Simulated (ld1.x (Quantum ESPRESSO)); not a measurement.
## Logarithmic derivatives: Cu (Z = 29), TM

```
Element                 : Cu (Z = 29)
Generator               : ld1.x (Quantum ESPRESSO) 7.5
Type                    : norm-conserving Troullier–Martins (Kleinman–Bylander form)
Functional              : PBE
Relativity              : fully relativistic
Frozen core             : [Ar]
Valence charge          : 11
Reference configuration : 3d10 4s1 4p0
Partial waves           : 4s (bound): rc 2.55 bohr; 4p (bound, empty): rc 3.80 bohr; 3d (bound): rc 0.95 bohr
Local potential         : the d channel
Core correction         : Bessel-smoothed model core, default radius (core density twice the valence density)
```

Open shells are filled in proportion to 2j + 1 (rel_dist='average').

The phase is arctan(r·u′/u) with u = r·R(r), unwrapped; energies in Ry, scanned from -2 to 5 Ry. A pole is an energy at which the radial function vanishes at the test radius. The pseudo phase is shifted by a multiple of π to meet the all-electron one at the reference energy, and phase errors are pseudo minus all-electron; the curves can meet again beyond the range given. Levels narrower than the energy grid can be missing from the lists of poles. n/a: not evaluated, since a narrow level or a reset projector energy made the automatic matching unsafe.

Q: For each channel, where are the poles, and over which energies does the pseudopotential scatter like the atom?

A:

```
channel  radius (bohr)  reference energy (Ry)  poles, all-electron      poles, pseudo  unbroken range about the reference energy with phases within 0.05 rad  phase error 1 Ry above the reference energy (rad)
      s           4.11                  -0.34          -0.11, 2.44  -0.11, 1.77, 3.13                                                              below 0.6                                             -0.053
   p1/2           4.11                  -0.05           0.45, 3.07         0.44, 2.73                                                              below 1.2                                             -0.015
   p3/2           4.11                  -0.05           0.46, 3.11         0.46, 2.74                                                              below 1.2                                             -0.015
   d3/2           4.11                  -0.38    -0.37, 1.46, 4.34         1.47, 4.38                                                                    n/a                                                n/a
   d5/2           4.11                  -0.36    -0.35, 1.47, 4.35         1.47, 4.38                                                                    n/a                                                n/a
```

Note: ghost states, extra bound levels that the all-electron valence spectrum of the same l lacks: s at -439.5 eV, p3/2 at -200.1 eV, p1/2 at -197.0 eV. A true bound ghost makes a file unfit for plane-wave use.

Phases in the p3/2 channel:

| E (Ry) | all-electron | pseudo |
| --- | --- | --- |
| -2.00 | 1.393 | 1.393 |
| -1.52 | 1.363 | 1.363 |
| -1.04 | 1.312 | 1.312 |
| -0.56 | 1.186 | 1.185 |
| -0.08 | 0.072 | 0.072 |
| 0.40 | -1.531 | -1.534 |
| 0.88 | -1.757 | -1.768 |
| 1.36 | -2.199 | -2.367 |
| 1.84 | -4.203 | -4.365 |
| 2.32 | -4.567 | -4.625 |
| 2.80 | -4.671 | -4.723 |
| 3.28 | -4.733 | -4.810 |
| 3.76 | -4.791 | -5.005 |
| 4.24 | -4.877 | -7.101 |
| 4.72 | -5.141 | -7.694 |
